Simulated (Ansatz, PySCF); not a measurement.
System: sum formula BN3H5, net charge -1, singlet state. It need not be the lowest isomer of its formula. Whether it binds its extra electron was not tested at this geometry. 
Structure (B3LYP-D3(BJ)/def2-TZVP (Ansatz, a quantum-chemistry and plane-wave program) minimum search):
```
B
N 1 1.3764
H 2 1.0204 1 112.85
N 1 1.5039 2 121.25 3 -173.24
H 4 1.0120 1 110.06 2 -12.30
H 4 1.0134 5 108.67 1 125.32
N 1 1.5091 2 128.29 3 7.63
H 7 1.0110 1 113.32 2 -16.68
H 7 1.0140 8 108.53 1 127.45
```
Charge -1, spin multiplicity 1.

Total electronic energies in hartree. Cores are frozen in the correlated levels unless marked. No spin-orbit coupling. No relativistic terms. CBS marks a two-point X^-3 extrapolation of the correlation energy; Hartree-Fock from the larger set. The bracket is a focal-point correction in the basis named.

```
level                                                                program  energy (Eh)
-------------------------------------------------------------  -------------  -----------
HF/STO-3G                                                             Ansatz   -188.38791
RI-HF/cc-pVTZ                                                         Ansatz   -191.07270
TPSSh-D3(BJ)/def2-TZVPD                                        PySCF + dftd3            ?
wB97X-V/def2-TZVPD                                                    Ansatz            ?
B2PLYP/def2-TZVPD                                                     Ansatz            ?
MP2/STO-3G                                                            Ansatz   -188.56645
CCSD(T)/cc-pVDZ                                                       Ansatz   -191.65763
CCSD(T)/cc-pVDZ                                                        PySCF   -191.65763
RI-MP2/CBS(aug-cc-pVTZ,aug-cc-pVQZ)+[CCSD(T)-MP2]/aug-cc-pVTZ         Ansatz    -192.0092
```

Question: Complete the blanks.

Answer: 
- TPSSh-D3(BJ)/def2-TZVPD, energy (Eh): -192.29822
- wB97X-V/def2-TZVPD, energy (Eh): -192.22830
- B2PLYP/def2-TZVPD, energy (Eh): -192.13529
